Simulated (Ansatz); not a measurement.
Question: Predict a relaxed structure of [YbCl6]3- (YbCl₆³⁻), charge -3, doublet, at PBE-D4/def2-SVP (Ansatz).

Answer: 
```xyz
7

Yb    0.000    0.000    0.000
Cl   -1.567   -2.204    0.144
Cl    1.566    2.205   -0.143
Cl    2.204   -1.525   -0.387
Cl   -2.204    1.525    0.387
Cl    0.409   -0.184    2.670
Cl   -0.408    0.183   -2.671
```
The metal has 6 neighbours: Cl 2.71 Å, Cl 2.71 Å, Cl 2.71 Å, Cl 2.71 Å, Cl 2.71 Å, Cl 2.71 Å. This is one stationary point.

In the def2 sets Yb takes a core potential; there is no spin–orbit coupling. With an open 4f shell the SCF may have ended on a state above the lowest. A multiply charged anion in the gas phase is held together partly by the finite basis. The highest occupied level of the charge -3 doublet lies above zero (up to 5.60 eV). It is a level of β spin, whose loss leaves a triplet; that state wasn't run at this geometry and level. The electron is either unbound and held by the finite basis, or the level is raised by self-interaction error. The gap within one spin of the charge -3 doublet nearly closes, so an electron or hole may be smeared out by delocalisation error. The relaxation made no stability test and no search for a lower SCF solution. No other spin state of charge -3 was run.
